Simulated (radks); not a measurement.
Valence configurations of Ti+ (all share [Ar]). Method: scalar-relativistic Kohn-Sham, PBE, spin-polarised, spherical densities, point nucleus; open shells are filled with parallel spins first; computed with a radial shooting solver on a logarithmic mesh with Libxc functionals. Energies are relative to 3d2 4s1; eigenvalues in eV for spin up.

| valence | E (eV) | moment (Bohr magnetons) | e(3d) | e(4p) | e(4s) |
|---|---|---|---|---|---|
| 3d2.5 4s0.5 | -0.326 | 3 | -10.283 | - | -10.121 |
| 3d3 | -0.190 | 3 | -8.711 | - | - |
| 3d2 4s1 | 0.000 | 3 | -12.107 | - | -10.940 |
| 3d2 4s0.5 4p0.5 | 1.953 | 3 | -12.637 | -7.332 | -11.247 |
| 3d1 4s2 | 3.555 | 1 | -16.285 | - | -12.058 |
| 3d2 4p1 | 3.913 | 3 | -13.154 | -7.623 | - |
| 3d1 4s1 4p1 | 6.752 | 3 | -17.428 | -8.862 | -13.251 |
| 3d1 4s0.5 4p1.5 | 8.948 | 3 | -17.933 | -9.116 | -13.512 |
| 3d1 4p2 | 11.147 | 3 | -18.430 | -9.360 | - |
| 4s1 4p2 | 17.376 | 3 | - | -10.556 | -15.458 |

NIST lists [Ar] 3d2 4s1 as the ground configuration; this level of theory puts 3d2.5 4s0.5 lower, by 0.326 eV. The energies are those of spherical high-spin densities, not of single terms.
